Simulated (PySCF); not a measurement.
A PySCF script (with the pyscf-properties extension) for the NMR shieldings of SMILES BC(B)C(F)=C(F)F, C3H5B2F3, on a GFN2-xTB geometry:

```python
import basis_set_exchange as bse
import numpy as np
from pyscf import gto, dft
from pyscf.prop import nmr

atoms = """
B    -1.333867   -0.957667   -0.708910
C    -0.428869   -0.027000    0.190733
B    -1.113434    1.395096    0.129060
C     1.009197   -0.024057   -0.200193
F     1.287936    0.393652   -1.450107
C     2.019375   -0.396583    0.575163
F     1.841712   -0.825055    1.829806
F     3.310032   -0.407407    0.255581
H    -0.929236   -1.362288   -1.725243
H    -2.408917   -1.223744   -0.344687
H    -0.517733   -0.384607    1.219587
H    -2.146078    1.547184    0.648171
H    -0.594506    2.272963   -0.436688
"""
names = dict.fromkeys(["B", "C", "F", "H"], "pcSseg-1")
basis = {el: gto.basis.parse(bse.get_basis(n, elements=[el], fmt="nwchem")) for el, n in names.items()}
mol = gto.M(atom=atoms, basis=basis, charge=0, verbose=0)
mf = dft.RKS(mol, xc="PBE0")
mf.grids.level = 2
mf.grids.alignment = dft.numint.BLKSIZE   # the property module wants whole blocks of grid points
mf.conv_tol = 1e-9
mf.kernel()

calc = nmr.RKS(mf)   # GIAO
C = mf.mo_coeff
Co = C[:, mf.mo_occ > 0]
resp = mf.gen_response(singlet=True, hermi=2)
def vind(x):   # induced exchange potential for any number of trial vectors
    d = np.einsum("pi,xij,qj->xpq", C, 2 * x.reshape(-1, C.shape[1], Co.shape[1]), Co, optimize=True)
    return np.einsum("xpq,pi,qj->xij", resp(d - d.transpose(0, 2, 1)), C, Co, optimize=True).ravel()
mo1, _ = nmr.rhf.solve_mo1(calc, with_cphf=vind)
sigma = calc.kernel(mo1)
for i, s in enumerate(sigma):   # ppm
    print("%2d %-2s %9.2f" % (i, mol.atom_pure_symbol(i), np.trace(s) / 3))
```

Problem. Give the expected output.

Solution. 
```
 0 B      12.13
 1 C     112.07
 2 B      12.16
 3 C      48.27
 4 F     362.31
 5 C      23.56
 6 F     302.15
 7 F     283.46
 8 H      23.70
 9 H      23.36
10 H      27.20
11 H      23.36
12 H      23.71
```

These numbers come from an equivalent density-fitted implementation of the same equations, which agrees with the script to about 0.01 ppm for H and up to a few tenths of a ppm for heavy atoms, so last digits may differ.

Size and cost of the density-fitted run: 161 basis functions, 62 s wall time on 1 thread of an Intel Xeon, shared host; peak memory 0.76 GiB.
